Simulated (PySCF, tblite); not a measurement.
Isomers of [C8H12P]- (charge -1), one GFN2-xTB conformer each. Single-point energies are computed at PBE0/pcSseg-1 (PySCF, gas phase, no added dispersion term), electronic only.

| SMILES | GFN2-xTB relative energy (kJ/mol) |
| --- | --- |
| CCc1c[p-]cc1CC | 5.9 |
| Cc1cc(C(C)C)c[p-]1 | 8.4 |
| Cc1ccc(C(C)C)[p-]1 | 12.6 |
| CCc1[p-]cc(C)c1C | 0.0 |
| Cc1[p-]ccc1C(C)C | 9.5 |
| Cc1cc[p-]c1C(C)C | 7.2 |
| CC(C)(C)c1cc[p-]c1 | 10.8 |
| CCc1cc[p-]c1CC | 12.5 |
| C1=C([P-]C2CC2)CCC1 | 139.1 |

Conformers: `[CH3:1][CH2:2][c:3]1[cH:4][p-:5][cH:6][c:7]1[CH2:8][CH3:9]` (charge -1) with C1–C2–C3–C4 -90°, C6–C7–C8–C9 -91°; `[CH3:1][c:2]1[cH:3][c:4]([CH:5]([CH3:6])[CH3:7])[cH:8][p-:9]1` (charge -1) with C3–C4–C5–C6 -113°; `[CH3:1][c:2]1[cH:3][cH:4][c:5]([CH:6]([CH3:7])[CH3:8])[p-:9]1` (charge -1) with C4–C5–C6–C7 56°; `[CH3:1][CH2:2][c:3]1[p-:4][cH:5][c:6]([CH3:7])[c:8]1[CH3:9]` (charge -1) with C1–C2–C3–P4 98°; `[CH3:1][c:2]1[p-:3][cH:4][cH:5][c:6]1[CH:7]([CH3:8])[CH3:9]` (charge -1) with C5–C6–C7–C8 -61°; `[CH3:1][c:2]1[cH:3][cH:4][p-:5][c:6]1[CH:7]([CH3:8])[CH3:9]` (charge -1) with P5–C6–C7–C8 -84°; `[CH3:1][CH2:2][c:3]1[cH:4][cH:5][p-:6][c:7]1[CH2:8][CH3:9]` (charge -1) with C1–C2–C3–C4 -84°, P6–C7–C8–C9 -93°; `[CH:1]1=[C:2]([P-:3][CH:4]2[CH2:5][CH2:6]2)[CH2:7][CH2:8][CH2:9]1` (charge -1) with C1–C2–P3–C4 179°, C2–P3–C4–C5 82°, P3–C4–C5–C6 107°, C1–C2–C7–C8 -14°, C2–C7–C8–C9 22°, C7–C8–C9–C1 -22°.

Task: What does PBE0/pcSseg-1 give for the same structures?

Result: 
| SMILES | PBE0/pcSseg-1 E (Eh) | PBE0/pcSseg-1 (kJ/mol) | GFN2-xTB (kJ/mol) | point group |
| --- | --- | --- | --- | --- |
| CCc1[p-]cc(C)c1C | -652.88980 | 0.0 | 0.0 | C1 |
| Cc1cc(C(C)C)c[p-]1 | -652.88886 | 2.5 | 8.4 | near Cs |
| Cc1ccc(C(C)C)[p-]1 | -652.88860 | 3.2 | 12.6 | near Cs |
| Cc1cc[p-]c1C(C)C | -652.88845 | 3.5 | 7.2 | C1 |
| CCc1c[p-]cc1CC | -652.88838 | 3.7 | 5.9 | – |
| CC(C)(C)c1cc[p-]c1 | -652.88797 | 4.8 | 10.8 | Cs |
| CCc1cc[p-]c1CC | -652.88787 | 5.1 | 12.5 | C1 |
| Cc1[p-]ccc1C(C)C | -652.88766 | 5.6 | 9.5 | Cs |
| C1=C([P-]C2CC2)CCC1 | -652.82226 | 177.3 | 139.1 | C1 |

Both levels put the same isomer lowest; measured from each level's own lowest isomer, the values differ by up to 38.2 kJ/mol (C1=C([P-]C2CC2)CCC1: 139.1 against 177.3). As drawn, the highest has a three-membered ring, which the lowest lacks. Neighbours under 21 kJ/mol apart (CCc1[p-]cc(C)c1C and Cc1cc(C(C)C)c[p-]1; Cc1cc(C(C)C)c[p-]1 and Cc1ccc(C(C)C)[p-]1; Cc1ccc(C(C)C)[p-]1 and Cc1cc[p-]c1C(C)C; Cc1cc[p-]c1C(C)C and CCc1c[p-]cc1CC; others) can change places with a better method, another conformer or zero-point energy.

Task: What happens when harmonic zero-point energies from GFN2-xTB frequencies are added?

Result: 
```csv
SMILES,ZPE (kJ/mol),electronic (kJ/mol),with ZPE (kJ/mol)
CCc1[p-]cc(C)c1C,456.5,0.0,0.0
Cc1cc(C(C)C)c[p-]1,456.7,2.5,2.6
Cc1ccc(C(C)C)[p-]1,456.5,3.2,3.2
Cc1cc[p-]c1C(C)C,457.0,3.5,4.0
CCc1c[p-]cc1CC,459.3,3.7,6.4
CC(C)(C)c1cc[p-]c1,458.2,4.8,6.5
CCc1cc[p-]c1CC,459.0,5.1,7.5
Cc1[p-]ccc1C(C)C,457.6,5.6,6.6
C1=C([P-]C2CC2)CCC1,459.0,177.3,179.8
```

The zero-point energies span 2.8 kJ/mol. The lowest isomer stays, but the order above it changes.

Task: As an exercise, what shares would exp(−E/RT) give at 298.15 K from these electronic energies alone (no entropy, no degeneracies)?

Result: RT = 2.479 kJ/mol: CCc1[p-]cc(C)c1C 40.2 %, Cc1cc(C(C)C)c[p-]1 14.8 %, Cc1ccc(C(C)C)[p-]1 11.3 %, Cc1cc[p-]c1C(C)C 9.6 %, CCc1c[p-]cc1CC 9.0 %, CC(C)(C)c1cc[p-]c1 5.8 %, CCc1cc[p-]c1CC 5.2 %, Cc1[p-]ccc1C(C)C 4.2 %, C1=C([P-]C2CC2)CCC1 under 0.1 %.
